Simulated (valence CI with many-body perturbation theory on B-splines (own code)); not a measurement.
# Level structure of Ar XIII

Computed by valence CI with perturbative core correlation (CI+MBPT): four valence electrons over a frozen Dirac-Fock core [He], radial functions for each j: 11 s, 11 p, 10 d, 8 f, 5 g, 2 h, with the one-electron correlation potential Σ1 (screened to all orders), the two-electron term Σ2, the three-electron term Σ3, Breit, model QED; selected single and double excitations, second order for the rest, scaled by the run's own slope (own B-spline code, finite nucleus).

No measured spectrum was set against this ion. As an estimate, levels of excited configurations hold to 0.05 to 0.15 % of their energy, terms of the ground configuration to about 0.5 %. Among the levels kept, up to 890 cm⁻¹ of a level comes from second order outside the variational space, and about a tenth of that is noise between levels of different J, which matters for small intervals.

Levels 46 to 90 of 179, with energies above the lowest level, 2s²2p² ³P_0. "Leading %" is the weight of the configuration and term that name the level; weights of strongly mixed levels are sums over their largest components and can fall short. In the jj column 3d3/2^4 stands for four electrons in 3d with j = 3/2. Lifetimes count E1, E2, E3, M1 and M2 decay at the calculated energies, and are blank where another channel may lead or the interval is too uncertain; long ones can be off by a factor of two.

| No. | Configuration | Term | J | E (eV) | Leading % | Leading jj | Lifetime | Second component |
| --- | --- | --- | --- | --- | --- | --- | --- | --- |
| 46 | 2s2p²3s | ³P | 0 | 425.53 | 90 | 2s 2p1/2^2 3s (45 %) | 2.02 ps | 8 % 2s²2p3p ³P |
| 47 | 2s²2p3d | ³P° | 1 | 425.74 | 81 | 2s^2 2p3/2 3d3/2 (83 %) | 382 fs | 14 % 2s²2p3d ³D° |
| 48 | 2s²2p3d | ³P° | 0 | 425.90 | 96 | 2s^2 2p3/2 3d3/2 (96 %) | 427 fs |  |
| 49 | 2s2p²3s | ³P | 1 | 426.36 | 91 | 2s 2p1/2 2p3/2 3s (75 %) | 1.98 ps | 8 % 2s²2p3p ³P |
| 50 | 2s2p²3s | ³P | 2 | 427.76 | 90 | 2s 2p3/2^2 3s (50 %) | 1.96 ps | 7 % 2s²2p3p ³P |
| 51 | 2s²2p3d | ¹F° | 3 | 429.89 | 93 | 2s^2 2p3/2 3d3/2 (41 %) | 193 fs |  |
| 52 | 2s²2p3d | ¹P° | 1 | 429.96 | 91 | 2s^2 2p3/2 3d5/2 (74 %) | 313 fs |  |
| 53 | 2s2p²3p | ³S° | 1 | 431.90 | 77 | 2s 2p1/2 2p3/2 3p1/2 (28 %) | 1.20 ps | 11 % 2s2p²3p ⁵D° |
| 54 | 2s2p²3p | ⁵D° | 0 | 432.16 | 98 | 2s 2p1/2^2 3p1/2 (44 %) | 310 ps |  |
| 55 | 2s2p²3p | ⁵D° | 1 | 432.52 | 86 | 2s 2p1/2 2p3/2 3p1/2 (49 %) | 7.38 ps | 12 % 2s2p²3p ³S° |
| 56 | 2s2p²3p | ⁵D° | 2 | 433.00 | 94 | 2s 2p1/2 2p3/2 3p1/2 (42 %) | 652 ps | 5 % 2s2p²3p ⁵P° |
| 57 | 2s2p²3p | ⁵D° | 3 | 433.90 | 95 | 2s 2p1/2 2p3/2 3p3/2 (69 %) | 901 ps | 4 % 2s2p²3p ⁵P° |
| 58 | 2s2p²3p | ⁵P° | 1 | 434.84 | 92 | 2s 2p1/2 2p3/2 3p3/2 (40 %) | 14.5 ps | 5 % 2s2p²3p ³S° |
| 59 | 2s2p²3p | ⁵D° | 4 | 435.07 | 99 | 2s 2p3/2^2 3p3/2 (60 %) | 975 ps |  |
| 60 | 2s2p²3p | ⁵P° | 2 | 435.11 | 92 | 2s 2p1/2 2p3/2 3p3/2 (29 %) | 78.8 ps | 5 % 2s2p²3p ⁵D° |
| 61 | 2s2p²3p | ⁵P° | 3 | 435.97 | 92 | 2s 2p1/2 2p3/2 3p3/2 (35 %) | 36.4 ps | 4 % 2s2p²3p ⁵D° |
| 62 | 2s2p²3p | ³D° | 1 | 438.00 | 97 | 2s 2p1/2 2p3/2 3p3/2 (46 %) | 1.06 ps |  |
| 63 | 2s2p²3p | ³D° | 2 | 438.75 | 95 | 2s 2p1/2 2p3/2 3p3/2 (53 %) | 1.07 ps |  |
| 64 | 2s2p²3p | ³D° | 3 | 439.93 | 95 | 2s 2p3/2^2 3p3/2 (48 %) | 1.08 ps |  |
| 65 | 2s2p²3p | ⁵S° | 2 | 440.37 | 96 | 2s 2p1/2 2p3/2 3p3/2 (28 %) | 69.8 ps |  |
| 66 | 2s2p²3p | ³P° | 0 | 441.21 | 98 | 2s 2p1/2 2p3/2 3p3/2 (74 %) | 1.05 ps |  |
| 67 | 2s2p²3s | ³D | 1 | 441.26 | 97 | 2s 2p1/2 2p3/2 3s (69 %) | 1.64 ps |  |
| 68 | 2s2p²3s | ³D | 2 | 441.31 | 96 | 2s 2p1/2 2p3/2 3s (64 %) | 1.63 ps |  |
| 69 | 2s2p²3s | ³D | 3 | 441.37 | 96 | 2s 2p1/2 2p3/2 3s (59 %) | 1.61 ps |  |
| 70 | 2s2p²3p | ³P° | 1 | 441.61 | 95 | 2s 2p1/2 2p3/2 3p3/2 (42 %) | 1.04 ps |  |
| 71 | 2s2p²3p | ³P° | 2 | 442.01 | 95 | 2s 2p1/2 2p3/2 3p3/2 (43 %) | 1.05 ps |  |
| 72 | 2s2p²3s | ¹D | 2 | 446.04 | 97 | 2s 2p1/2 2p3/2 3s (64 %) | 3.76 ps |  |
| 73 | 2s2p²3d | ⁵F | 1 | 446.96 | 97 | 2s 2p1/2^2 3d3/2 (40 %) | 165 ps |  |
| 74 | 2s2p²3d | ⁵F | 2 | 447.22 | 95 | 2s 2p1/2 2p3/2 3d3/2 (42 %) | 77.9 ps | 4 % 2s2p²3d ⁵D |
| 75 | 2s2p²3d | ⁵F | 3 | 447.66 | 92 | 2s 2p1/2 2p3/2 3d3/2 (39 %) | 45.4 ps | 7 % 2s2p²3d ⁵D |
| 76 | 2s2p²3d | ⁵F | 4 | 448.34 | 93 | 2s 2p1/2 2p3/2 3d5/2 (68 %) | 172 ps | 6 % 2s2p²3d ⁵D |
| 77 | 2s2p²3d | ⁵F | 5 | 449.25 | 99 | 2s 2p3/2^2 3d5/2 (61 %) | 1.57 ns |  |
| 78 | 2s2p²3d | ⁵D | 0 | 449.92 | 98 | 2s 2p1/2 2p3/2 3d3/2 (88 %) | 42.6 ps |  |
| 79 | 2s2p²3d | ⁵D | 1 | 449.95 | 94 | 2s 2p1/2 2p3/2 3d3/2 (71 %) | 7.99 ps |  |
| 80 | 2s2p²3d | ⁵D | 2 | 450.03 | 86 | 2s 2p1/2 2p3/2 3d3/2 (44 %) | 3.09 ps | 6 % 2s2p²3d ⁵P |
| 81 | 2s2p²3d | ⁵D | 3 | 450.24 | 79 | 2s 2p1/2 2p3/2 3d5/2 (33 %) | 1.73 ps | 12 % 2s2p²3d ⁵P |
| 82 | 2s2p²3d | ⁵D | 4 | 450.87 | 92 | 2s 2p1/2 2p3/2 3d5/2 (43 %) | 576 ps | 6 % 2s2p²3d ⁵F |
| 83 | 2s2p²3d | ³P | 2 | 452.64 | 91 | 2s 2p1/2 2p3/2 3d3/2 (29 %) | 669 fs |  |
| 84 | 2s2p²3d | ⁵P | 3 | 452.68 | 86 | 2s 2p1/2 2p3/2 3d5/2 (40 %) | 246 fs | 12 % 2s2p²3d ⁵D |
| 85 | 2s2p²3d | ⁵P | 2 | 453.20 | 90 | 2s 2p3/2^2 3d3/2 (28 %) | 231 fs | 5 % 2s2p²3d ⁵D |
| 86 | 2s2p²3d | ⁵P | 1 | 453.43 | 89 | 2s 2p3/2^2 3d3/2 (56 %) | 229 fs | 6 % 2s2p²3d ³P |
| 87 | 2s2p²3d | ³P | 1 | 453.68 | 86 | 2s 2p3/2^2 3d5/2 (44 %) | 574 fs | 7 % 2s2p²3d ⁵P |
| 88 | 2s2p²3d | ³P | 0 | 454.21 | 94 | 2s 2p3/2^2 3d5/2 (63 %) | 637 fs |  |
| 89 | 2s2p²3s | ³S | 1 | 454.44 | 80 | 2s 2p1/2^2 3s (42 %) | 1.79 ps | 11 % 2s2p²3s ³P |
| 90 | 2s2p²3d | ³F | 2 | 454.69 | 98 | 2s 2p1/2 2p3/2 3d5/2 (47 %) | 690 fs |  |
